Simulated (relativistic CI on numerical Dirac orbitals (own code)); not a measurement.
**Energy levels of Re⁶⁴⁺**

Calculated at this level of theory: Dirac-Coulomb-Breit CI, KLI orbitals optimised for each configuration, a model potential for QED, unscaled Slater integrals (own radial code, finite nucleus).

Configurations in the expansion (outside the closed core [Ne]): 3s, 3p, 3d, 4s, 4p, 4d, 4f, 5s, 5p, 5d, 5f, 5g, 6s, 6p, 6d, 7s, 7p. Levels of other configurations are missing.

The lowest level is 3s ²S1/2, with 100 % of that term; Hund's rules for 3s give ²S with J = 1/2, in agreement.

```csv
No.,Configuration,Term,J,E (eV),%,Next component (%),Landé g
1,3s,²S,1/2,0.00,100,,1.982
2,3p,²P°,1/2,163.22,100,,0.646
3,3p,²P°,3/2,561.60,100,,1.319
4,3d,²D,3/2,751.57,100,,0.785
5,3d,²D,5/2,841.92,100,,1.187
6,4s,²S,1/2,3360.03,100,,1.992
7,4p,²P°,1/2,3427.41,100,,0.655
8,4p,²P°,3/2,3590.54,100,,1.326
9,4d,²D,3/2,3662.61,100,,0.792
10,4d,²D,5/2,3701.66,100,,1.193
11,4f,²F°,5/2,3739.33,100,,0.849
12,4f,²F°,7/2,3756.50,100,,1.136
13,5s,²S,1/2,4854.57,100,,1.996
14,5p,²P°,1/2,4888.38,100,,0.659
15,5p,²P°,3/2,4970.40,100,,1.329
16,5d,²D,3/2,5005.66,100,,0.795
17,5d,²D,5/2,5025.79,100,,1.196
18,5f,²F°,5/2,5044.46,100,,0.852
19,5f,²F°,7/2,5053.29,100,,1.139
20,5g,²G,7/2,5055.87,100,,0.884
21,5g,²G,9/2,5061.10,100,,1.107
22,6s,²S,1/2,5646.23,100,,1.998
23,6p,²P°,1/2,5665.48,100,,0.661
24,6p,²P°,3/2,5712.36,100,,1.331
25,6d,²D,3/2,5732.26,100,,0.796
26,6d,²D,5/2,5743.93,100,,1.197
27,7s,²S,1/2,6115.23,100,,1.999
28,7p,²P°,1/2,6127.21,100,,0.663
29,7p,²P°,3/2,6156.46,100,,1.332
```

Energies count from the lowest computed level; ° marks odd parity.

The mean weight of the leading LS term, summed over parents, in these 29 levels is 100 %, and that of the leading jj configuration (from the same eigenvectors) 100 %.

At this charge energies of transitions that change n are usually good to better than 1 %, and those within a shell (Δn = 0) to a few per cent.
